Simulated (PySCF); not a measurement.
**Structure from NMR data**

The spectra below were simulated for a compound C₉H₁₀F₂.

$^{1}$H NMR (400 MHz, computed): δ 7.81 (m, 2H), 7.73 (m, 2H), 7.69 (m, 1H), 1.82 (m, 2H), 1.37 (t, 3H).

$^{13}$C{$^{1}$H} NMR (computed): δ 147.3 (C), 134.5 (CH), 133.8 (CH, 2C), 130.4 (CH, 2C), 129.2 (C), 41.5 (CH2), 8.6 (CH3).

PySCF calculation with geometry: GFN2-xTB and PBE0/pcSseg-1 with gauge-including orbitals; one conformer, relativity neglected, in vacuum, averaged over atoms made equivalent by symmetry, fast rotation or ring inversion.

Chemical shifts δ = σref − σ; TMS for $^{1}$H (31.72 ppm) and $^{13}$C (186.93 ppm), all at this level.

Deduce the structure.

## Answers


- The formula gives 4 degrees of unsaturation (1 ring in the answer).
- 7 carbon signals for 9 carbons: some carbons are equivalent by symmetry or fast rotation.
- Carbon types of the structure: 2 × C, 5 × CH, 1 × CH2, 1 × CH3, which accounts for all hydrogens.
- δC 147.3: substituted aromatic carbon.
- δC 134.5, 133.8, 130.4: aromatic CH; the aromatic region.
- δC 129.2: fully substituted sp3 carbon bonded to 2 F, on an aromatic ring; 2 electronegative neighbours deshield it.
- δC 41.5: sp3 CH2; saturated and bonded to C and H only.
- δC 8.6: methyl carbon; a saturated carbon with 1 carbon neighbour and no heteroatom attached.
- δH 7.81, 7.73, 7.69: hydrogen on an aromatic CH; it sits in the deshielding region of the aromatic ring current.
- δH 1.37: hydrogen on a methyl carbon; far from electronegative atoms and π systems.

Structure: `CCC(F)(F)c1ccccc1`.

The data come from this structure; uniqueness wasn't tested.

Splittings by $^{19}$F in the carbon and heteronuclear signals aren't shown, as no couplings were computed. Shifts are as computed. Against solution values, carbons near 30 ppm lie about +3 ppm off and those near 130 ppm about +5 ppm. Of 1211 compounds with measured shifts, 218 miss one by over three times the rms of a fit or turn the order of signals round; such compounds aren't used in these exercises. No couplings were computed; multiplicities are counted from neighbouring protons, with m where these are inequivalent, close in shift, in a saturated or five-membered ring or joined by F or P, and br s for small geminal =CH2 splittings.
